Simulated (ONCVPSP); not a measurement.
## Zn (Z = 30): one change to an ONCV potential, before and after

ONCVPSP 4.0.1 input, shortened (lines: element, Z, core and valence counts, functional; n l f; lmax; l rc ep ncon nbas qcut; lloc lpopt rc5 dvloc0; l nproj debl; icmod fcfact rcfact), LDA (Perdew-Zunger), fully relativistic:

```
  Zn 30.00    4    3        3      upf
    1    0    2.00
    2    0    2.00
    2    1    6.00
    3    0    2.00
    3    1    6.00
    3    2   10.00
    4    0    1.00
    2
    0    1.65    0.00    4    9    5.10
    1    1.05    0.00    3    6   16.10
    2    1.10    0.00    4    9   17.10
    4    2    0.95    1.00
    0    3    1.50
    1    2    1.10
    2    2    1.10
    0    0.00    0.00
```

Open shells are filled in proportion to 2j + 1.

In the p channel the program set the typed energies aside and used -3.381, 0.250 Ha (j = l + 1/2; the other j can differ).

Change: s: rc 2.4.

Cutoffs: the cutoffs (Ha) at which the residual kinetic energy of the hardest occupied pseudo-wave falls to 1 and 0.1 mHa per electron; they do not see the model core or the augmentation charge, which bear on the density cutoff. Errors are all-electron minus pseudo energies relative to the spin-unpolarised reference configuration.

What does the change do?

The potential gets neither clearly harder nor softer (98 Ha and 112 Ha → 98 Ha and 112 Ha); the bound ghost in s disappears; the number of tests that count goes from 3 to 4; the errors of the 3 common tests hardly move.

| quantity | base | changed |
| --- | --- | --- |
| cutoff, loose | 98 Ha | 98 Ha |
| cutoff, tight | 112 Ha | 112 Ha |
| loose cutoff by channel | s 6.7 Ha, p 52 Ha, d 98 Ha | s 7.1 Ha, p 52 Ha, d 98 Ha |
| bound ghosts | s | none |
| GHOST(+) flags under 300 eV | none | s at 95.8 eV |
| tests counted (converged, no solver errors) | 3 of 4 | 4 of 4 |
| error for 3p6 3d10 4s2, meV [ΔE -10.19 eV] | -6.0 | -6.7 |
| error for 3p6 3d10 4s0, meV [ΔE 18.77 eV] | -14 | -15 |
| error for 3p6 3d10 4s0 4p1, meV [ΔE 6.42 eV] | -8.3 | -9.2 |
| p3/2: phases at 1.07 bohr within 0.05 rad from the reference energy up to (Ha; the scan ends near 5) | to the end of the scan | to the end of the scan |
| p1/2: phases at 1.07 bohr within 0.05 rad from the reference energy up to (Ha; the scan ends near 5) | to the end of the scan | to the end of the scan |
| d5/2: phases at 1.12 bohr within 0.05 rad from the reference energy up to (Ha; the scan ends near 5) | to the end of the scan | to the end of the scan |
| d3/2: phases at 1.12 bohr within 0.05 rad from the reference energy up to (Ha; the scan ends near 5) | to the end of the scan | to the end of the scan |

Base: Tests not counted: 3p6 3d9 4s0 (no result). These tests converged, but a pseudo level misses the all-electron one widely, so the file describes the atom poorly there or has found another state: 3p6 3d10 4s0 4p1: empty 4s by 7.8 eV. Changed file: These tests converged, but a pseudo level misses the all-electron one widely, so the file describes the atom poorly there or has found another state: 3p6 3d10 4s0 4p1: empty 4s by 7.8 eV. A true bound ghost makes a file unfit for plane-wave use even where its test errors are small: the radial tests pick states by their node count and pass the ghost by.
